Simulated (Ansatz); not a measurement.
Relaxation of ClFH₃NSn (7 atoms, charge 0, multiplicity 1), to a largest force component of 0.015 eV/Å in at most 40 steps.

Level of theory: RKS BLYP-D4/def2-SVP in Ansatz 0.2.0.

```xyz
7
Properties=species:S:1:pos:R:3
N -0.439 1.261 0.052
Sn 0.520 -0.491 -0.032
F 1.409 -0.645 -1.750
Cl -0.936 -2.248 0.200
H -0.083 1.822 0.857
H -0.150 1.872 -0.800
H 1.719 -0.547 1.276
```

Question: Where does it end, and by what steps?

Answer: It converged. The force dipped under the threshold on the way, but the program's further checks kept it going. After 28 steps the energy has fallen by 0.312 eV; H6 moved furthest, 1.32 Å.

```csv
step,energy less start (eV),largest force component (eV/Å),accepted
0,0.0000,2.648,yes
1,-0.2101,0.681,yes
2,-0.2325,0.403,yes
3,-0.2423,0.382,yes
4,-0.2513,0.416,yes
5,-0.2733,0.148,yes
6,-0.2785,0.045,yes
7,-0.2751,0.762,no
8,-0.2860,0.066,yes
9,-0.2917,0.224,yes
10,-0.2890,0.496,no
11,-0.2968,0.072,yes
12,-0.3009,0.037,yes
13,-0.3023,0.259,yes
14,-0.3046,0.190,yes
15,-0.3031,0.159,no
16,-0.3065,0.063,yes
17,-0.3089,0.087,yes
18,-0.3099,0.055,yes
19,-0.3106,0.021,yes
20,-0.3110,0.090,yes
21,-0.3113,0.041,yes
22,-0.3116,0.015,yes
23,-0.3116,0.080,no
24,-0.3118,0.009,yes
25,-0.3109,0.164,no
26,-0.3119,0.008,yes
27,-0.3118,0.073,no
28,-0.3120,0.009,yes
```

```xyz
7
Properties=species:S:1:pos:R:3
N -0.197 1.417 0.310
Sn 0.670 -0.450 0.132
F 1.832 -0.437 -1.459
Cl -1.098 -1.996 -0.265
H 0.327 2.088 -0.274
H -1.146 1.368 -0.094
H 1.651 -0.966 1.452
```

Whether the end is a true minimum wasn't checked by a vibrational analysis.

Run time: 2.2 min on 1 thread of Arm Neoverse N1 (shared host), peak memory 0.14 GiB.
